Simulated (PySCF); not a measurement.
## Calculated properties of `[O+]([C@@H](C)F)(C)CF`

C4H9F2O (charge +1).
Geometry (GFN2-xTB, Å), atoms numbered from 1 in this order:
```xyz
16
C4H9F2O angstrom
C      1.9429    0.4176   -0.2166
C      0.8318   -0.4354    0.3355
F      0.5913   -0.1881    1.6383
O     -0.4579   -0.1755   -0.3598
C     -0.9529    1.1797   -0.1753
C     -1.4673   -1.1714   -0.0150
F     -1.0053   -2.3355   -0.4679
H      1.8694    1.4471    0.1251
H      2.8886    0.0179    0.1455
H      1.9517    0.3746   -1.3025
H      1.0227   -1.5101    0.2112
H     -0.2156    1.8620   -0.5946
H     -1.1214    1.4019    0.8802
H     -1.8812    1.2800   -0.7352
H     -1.6144   -1.2353    1.0733
H     -2.3900   -0.9207   -0.5534
```

GFN2-xTB geometry:

```yaml
Point_group_of_the_GFN2-xTB_geometry: C1
Rotational_constants_A_B_C_of_the_GFN2-xTB_geometry: 3.534, 1.971, 1.720 GHz
```

**PBE0/def2-SVPD ground state and vertical TDDFT (core frozen in the response) (PySCF)**

```yaml
HOMO_energy: -15.30 eV
LUMO_energy: -4.01 eV
HOMO–LUMO_gap: 11.29 eV
Lowest_singlet_excitation: 9.71 eV (128 nm, f = 0.005)
Strongest_line_among_the_6_lowest_singlet_transitions: S6 at 10.70 eV (116 nm, f = 0.024)
Lowest_triplet_excitation_Tamm–Dancoff: 9.19 eV
Static_isotropic_polarisability: 52.0 au
Electronic_spatial_extent_⟨r²⟩_about_the_centre_of_nuclear_charge: 771 bohr²
```

From PBE0/pcSseg-1 ground state and GIAO shieldings, non-relativistic (PySCF):

```yaml
Lowest_Hirshfeld_atomic_charge: -0.10 e on C1
Highest_Hirshfeld_atomic_charge: +0.18 e on C2
13C_chemical_shifts_computed_TMS_as_zero_by_class: 124.0 (C2), 113.9 (C6), 61.2 (C5), 19.3 (C1) ppm
1H_chemical_shifts_computed_TMS_as_zero_by_class: 7.08 (H11), 6.51 (H15), 6.29 (H16), 4.58 (H12/H13/H14), 2.44 (H8/H9/H10) ppm
Isotropic_shieldings_of_nuclei_other_than_C_and_H_by_class: 217 (O4), 325 (F3), 340 (F7) ppm
Mayer_bond_orders_between_heavy_atoms: C1–C2 1.07, C2–F3 0.95, C2–O4 0.69, O4–C5 0.75, O4–C6 0.74, C6–F7 1.00
```

Monoisotopic mass of the ion (most abundant isotopes, electron mass counted): 111.0616 u.

The 6 singlets span 9.71 to 10.70 eV, and their oscillator strengths add up to 0.05. No computed singlet falls in the visible range (750 to 380 nm, 1.65 to 3.26 eV); S1 lies 6.45 eV above its blue end. The principal polarisabilities are 45.7, 52.5 and 57.9 au; their mean is the isotropic value. The largest Löwdin shares of the HOMO are 0.19 on F3, 0.15 on F7, 0.14 on C1 and 0.13 on C2. The largest Löwdin shares of the LUMO are 0.20 on O4, 0.17 on C5, 0.14 on C6 and 0.11 on C2. The polarisability is 7.71 Å³ as a volume (1 au = 0.148185 Å³), or 0.90 au for each of the 58 electrons. S1 lies 1.58 eV below the HOMO–LUMO gap; its leading configuration is HOMO→LUMO, weight 0.89. The vertical singlet–triplet gap S1 − T1 is 0.52 eV (TDDFT singlet less Tamm–Dancoff triplet; S1: HOMO→LUMO, weight 0.89; T1: HOMO→LUMO, weight 0.65).

The structure is a single GFN2-xTB conformer in the gas phase; no vibrational or solvent corrections. NMR classes are plain means over equivalent atoms (diastereotopic ones count apart unless rotation or inversion swaps them), as if these changed places fast; in this geometry the members of some classes differ.

For the NMR shielding job (PBE0/pcSseg-1), hardware: an Intel Xeon Platinum 8375C at 2.90 GHz with one thread, shared host with 128 logical CPUs at a one-minute load of 64. Cost: 35 s (grids of density and orbitals included), 0.74 GiB resident at most.
